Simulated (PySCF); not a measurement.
A single-point calculation

[PbI2]2+ (singlet). PySCF 2.14.0, RKS B3LYP, Pb def2-SVP with ECP60, I def2-SVP with ECP28; non-relativistic Hamiltonian with scalar-relativistic core potentials where named; density fitting; no spin-orbit coupling. Purpose: singlet excitations, Tamm-Dancoff B3LYP.

```python
mol = gto.M(atom='''
Pb     0.00000    -0.00000     0.00000
I      0.00000    -0.00000     2.67085
I     -0.00000     0.00000    -2.67085''',
    basis={'Pb': 'def2-SVP', 'I': 'def2-SVP'},
    ecp={'Pb': 'def2-SVP', 'I': 'def2-SVP'},
    charge=2, spin=0)
mf = dft.RKS(mol, xc='B3LYP')
mf.grids.atom_grid = (50, 194)
mf = mf.density_fit()  # fitting sets: Pb def2-universal-JKFIT, I def2-universal-JKFIT
mf.conv_tol = 1e-08; mf.max_cycle = 55
mf.kernel(dm0)  # dm0: converged density of the relaxed state
td = mf.TDA(); td.nstates = 8; td.kernel()
```

Run from Python with OMP_NUM_THREADS=2; the lines above give its settings. Where DIIS fails, smearing, a level shift and second-order steps follow.
It took 8.6 s on 2 threads of Arm Neoverse V1, on a shared host, from an already converged density.

Problem. Where do the frontier levels lie, over both spins?

Solution. HOMO -17.87 eV, LUMO -15.75 eV. 

Problem. What does the SCF print?

Solution. 
```
init E= -787.799247484303
cycle= 1 E= -787.800369081755  delta_E= -0.00112  |g|= 0.0277  |ddm|= 0.188
cycle= 2 E= -787.800106968168  delta_E= 0.000262  |g|= 0.0327  |ddm|= 0.0801
cycle= 3 E= -787.800469963743  delta_E= -0.000363  |g|= 0.0117  |ddm|= 0.0713
cycle= 4 E= -787.800524785036  delta_E= -5.48e-05  |g|= 0.000453  |ddm|= 0.0201
cycle= 5 E= -787.800524816181  delta_E= -3.11e-08  |g|= 0.000237  |ddm|= 0.00112
cycle= 6 E= -787.80052483831  delta_E= -2.21e-08  |g|= 0.000108  |ddm|= 0.000608
cycle= 7 E= -787.800524844033  delta_E= -5.72e-09  |g|= 1.76e-05  |ddm|= 0.000218
Extra cycle  E= -787.80052484385  delta_E= 1.82e-10  |g|= 2.5e-05  |ddm|= 6.84e-05
converged SCF energy = -787.80052484385
```

Problem. What are the Mulliken charges and spins?

Solution. 
```
atom  charge (e)  spin (e)
 Pb1       0.965     0.000
  I2       0.517     0.000
  I3       0.517     0.000
```

Problem. Which singlet excitations follow (Tamm-Dancoff, 8 states)?

Solution. 
```csv
state,eV,oscillator strength
1,1.25,0.0000
2,1.25,0.0000
3,1.67,0.0014
4,1.67,0.0014
5,3.39,0.0000
6,3.49,0.0000
7,3.49,0.0000
8,3.60,0.0000
```
Functionals without range separation put charge-transfer states too low; the basis has no diffuse functions.

The geometry was relaxed with TPSS (Pb def2-SVP with ECP60, I def2-SVP with ECP28).
